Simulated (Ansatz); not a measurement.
Mulliken charges of CH5BOS (`BSCO`) from r2SCAN/def2-TZVPP in Ansatz (PBE0-D4/def2-TZVP geometry).

| atom | x (Å) | y (Å) | z (Å) | charge (e) |
| --- | --- | --- | --- | --- |
| B1 | -1.204 | 0.997 | 0.759 | -0.091 |
| S2 | -0.457 | 0.834 | -0.820 | -0.069 |
| C3 | 0.471 | -0.744 | -0.700 | 0.122 |
| O4 | 1.840 | -0.559 | -0.556 | -0.333 |
| H5 | -1.050 | 0.155 | 1.594 | 0.004 |
| H6 | -1.859 | 1.974 | 0.949 | 0.014 |
| H7 | 0.320 | -1.271 | -1.642 | 0.070 |
| H8 | 0.022 | -1.315 | 0.118 | 0.078 |
| H9 | 2.006 | -0.118 | 0.282 | 0.205 |

By hand: the dipole of these point charges (1 e Å = 4.8032 D).

Σ q r = (-0.009, -0.240, 0.059) e Å, of length 0.247 e Å = 1.19 D.

How does the dipole of the full density compare? (An estimate is asked.)

Computed: (0.024, -0.183, 0.186) e Å, 1.26 D; the point charges give 0.94 times that, at 32° from its direction.

Point charges leave out the atoms' own dipoles, such as those of lone pairs, and Mulliken's split depends on the basis, so the two needn't agree.
